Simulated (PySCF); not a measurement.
## C5H10O2: calculation and literature

Atoms are numbered as in `[CH3:1][CH2:2][CH2:3][O:4][C:5]([CH3:6])=[O:7]`; H(Xn) means a hydrogen on atom n.

One computed conformer, one averaged value for each set of equivalent atoms, gas phase, non-relativistic. Geometry: GFN2-xTB; GIAO PBE0/pcSseg-1 shieldings; PySCF 2.14.0 with density-fitted response routines.

Reference values: measured (solution, not stated per compound (mostly CDCl3 or CCl4); Pretsch, Buehlmann, Badertscher, Structure Determination of Organic Compounds, 4th ed. (2009)).
```
atoms  quantity  reference  computed  computed, scaled
   C3     δ ¹³C       66.2      69.2              65.2
   C2     δ ¹³C       22.4      26.0              23.2
   C1     δ ¹³C       10.5      11.2               8.8
H(C3)      δ ¹H       4.02      4.14              4.00
H(C2)      δ ¹H       1.65      1.70              1.69
H(C1)      δ ¹H       0.95      0.91              0.95
```

Computed shifts are σ(ref) − σ with the named reference compound (TMS for H and C) calculated as an isolated molecule at the same level. The measured values may be among those fitted. Scaled to experiment by linear calibration (H and C: mostly CDCl3 data, vs TMS): ¹³C (scatter 2.1 ppm rms, 2.3 ppm with the 13 outliers that the fit left out); ¹H (scatter 0.17 ppm rms, 0.18 ppm with the 4 outliers that the fit left out). A few per cent of atoms miss by over 2 rms, more outside the fitted compound classes.

(1) How far are the unscaled ¹³C shifts from the references?

(2) How far are the unscaled ¹H shifts from the references?

## Answers

(1) Mean signed difference +2.43 ppm, mean absolute 2.43 ppm over 3 comparisons; the largest is +3.6 ppm at C2 (sp3 CH2).

(2) Mean signed difference +0.04 ppm, mean absolute 0.07 ppm over 3 comparisons; the largest is +0.12 ppm at H(C3) (hydrogen on an sp3 CH2 bonded to O).
